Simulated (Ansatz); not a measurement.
Cost and result up the ladder for diborane 1,1-di Cl (B₂H₄Cl₂) (8 atoms). The state is a singlet with charge 0. Geometry: PBE0-D4/def2-SVP.

```xyz
8

B     0.7092   -0.2630   -0.3003
Cl    2.2153    0.0220    0.5794
Cl    0.7642   -1.1265   -1.8414
H    -0.2219   -0.8296    0.5267
B    -0.8360    0.3098    0.3541
H    -1.8283    0.0894   -0.2849
H    -0.8159    0.8909    1.4045
H     0.0134    0.9069   -0.4381
```

Ansatz on 4 threads of Intel Xeon on a shared host. Times are rough, and most runs start from the orbitals of an earlier one. CAM-B3LYP-D4/def2-TZVP serves as the yardstick here, not as an exact answer. Differences are given only for rows in sets of like size (and for xTB, whose basis is part of the method), since another set adds its own error. Binding counts from free atoms at the same level (B doublet, Cl doublet, H doublet; other spins of the atoms weren't run), without zero-point energy or a counterpoise term.

LC-ωPBE has ω = 0.4 bohr⁻¹. B3LYP takes the VWN-RPA correlation. HSE06 is defined as in plane-wave codes, on full-range PBE exchange. Correlated methods freeze 12 core orbitals.

Correlated methods converge slowly with the basis.

```json
{"level": "HF/6-31G", "functions": "52", "wall time": "1.1 s"}
{"level": "B3LYP-D4/6-31G", "functions": "52", "wall time": "1.6 s"}
{"level": "PBE-D4/def2-SVP", "functions": "84", "wall time": "1.9 s"}
{"level": "PBE0-D4/def2-SVP", "functions": "84", "wall time": "2.6 s"}
{"level": "revPBE-D4/def2-TZVP", "functions": "160", "wall time": "3.8 s"}
{"level": "MP2/def2-TZVP", "functions": "160", "wall time": "3.9 s"}
{"level": "PBE-D4/def2-TZVP", "functions": "160", "wall time": "4.1 s"}
{"level": "LC-ωPBE/def2-TZVP", "functions": "160", "wall time": "4.9 s"}
{"level": "HSE06-D4/def2-TZVP", "functions": "160", "wall time": "6 s"}
{"level": "PBE0-D4/def2-TZVP (with forces)", "functions": "160", "wall time": "6 s"}
{"level": "CAM-B3LYP-D4/def2-TZVP", "functions": "160", "wall time": "6 s"}
{"level": "r2SCAN0-D4/def2-TZVP", "functions": "160", "wall time": "6.5 s"}
{"level": "r2SCANh-D4/def2-TZVP", "functions": "160", "wall time": "7.5 s"}
{"level": "CCSD(T)/def2-TZVPP", "functions": "202", "wall time": "57 s"}
```

Problem. Estimate what each level gives for the binding energy per atom (eV).

Solution. 
```tsv
level	binding energy per atom (eV)	difference from CAM-B3LYP-D4/def2-TZVP (eV)
HF/6-31G	2.37	–
B3LYP-D4/6-31G	3.21	–
PBE-D4/def2-SVP	3.48	–
PBE0-D4/def2-SVP	3.45	–
revPBE-D4/def2-TZVP	3.37	0.00
MP2/def2-TZVP	3.32	-0.05
PBE-D4/def2-TZVP	3.44	0.07
LC-ωPBE/def2-TZVP	3.37	-0.01
HSE06-D4/def2-TZVP	3.41	0.04
PBE0-D4/def2-TZVP (with forces)	3.41	0.04
CAM-B3LYP-D4/def2-TZVP	3.37	0.00
r2SCAN0-D4/def2-TZVP	3.39	0.02
r2SCANh-D4/def2-TZVP	3.41	0.04
CCSD(T)/def2-TZVPP	3.29	-0.08
```
